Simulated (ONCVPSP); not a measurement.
## Plane-wave convergence, ONCV potential for Mg

| Property | Result |
| --- | --- |
| Element | magnesium |
| Generator | ONCVPSP 4.0.1 |
| Type | optimised norm-conserving Vanderbilt (ONCV) |
| Functional | PBEsol |
| Relativity | scalar-relativistic |
| Frozen core | [He] |
| Valence charge | 10 |
| Reference configuration | 2s2 2p6 3s2 |
| Partial waves | 2s+3s: rc 1.05 bohr, ncon 4, nbas 8, qcut 13.4 1/bohr, 2 projectors; 2p: rc 1.10 bohr, ncon 4, nbas 8, qcut 12.8 1/bohr, 1 projector; d scattering state at 0.03 Ha: rc 0.90 bohr, ncon 4, nbas 7, qcut 12.7 1/bohr, local |
| Local potential | the d channel |
| Core correction | Teter function, fcfact 3.75, rcfact 1.4 |

For each optimised wave give the share of its norm inside rc, the residual kinetic energy above qcut (Ha) and the cutoffs (Ha) for errors of 10, 1, 0.1 and 0.01 mHa per electron.

| wave | norm inside rc | residual KE | 10 mHa | 1 mHa | 0.1 mHa | 0.01 mHa |
| --- | --- | --- | --- | --- | --- | --- |
| 2s | 0.876 | 2.5e-08 | 16.2 | 45.8 | 59.5 | 70.0 |
| 3s | 0.023 | 1.7e-08 | 9.3 | 16.4 | 47.6 | 61.9 |
| 2p | 0.872 | 4.2e-06 | 52.2 | 63.1 | 71.7 | 79.3 |
| d projector 1 | 0.000 | 1.5e-09 | 0.1 | 0.7 | 3.1 | 12.4 |

The occupied waves need 63 Ha and 72 Ha for 1 and 0.1 mHa. Rows with under 1 % of the norm inside rc give no meaningful cutoff.
